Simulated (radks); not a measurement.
Results of a calculation; reference values are marked as such.
Q: Species: N-. Configuration: [He] 2s2 2p4. Code: a radial shooting solver on a logarithmic mesh with Libxc functionals. Model: scalar-relativistic Kohn-Sham, LDA (Slater exchange, VWN5 correlation), spin-polarised, spherical densities, point nucleus; open shells are filled with parallel spins first; Watson sphere of charge +1 and radius 3.48 bohr. Some entries of the table are withheld. Estimate them.

orbital  occ.  eigenvalue (eV)  r(max) (bohr)
1s up       1        -377.2520         0.1492
1s down     1        -376.1992         0.1490
2s up       1         -16.2921            (1)
2s down     1         -13.7973            (2)
2p up       3              (3)         0.9931
2p down     1              (4)          1.049

A: 
(1) 2s up r(max) (bohr): 1.025
(2) 2s down r(max) (bohr): 1.041
(3) 2p up eigenvalue (eV): -5.4460
(4) 2p down eigenvalue (eV): -3.3442
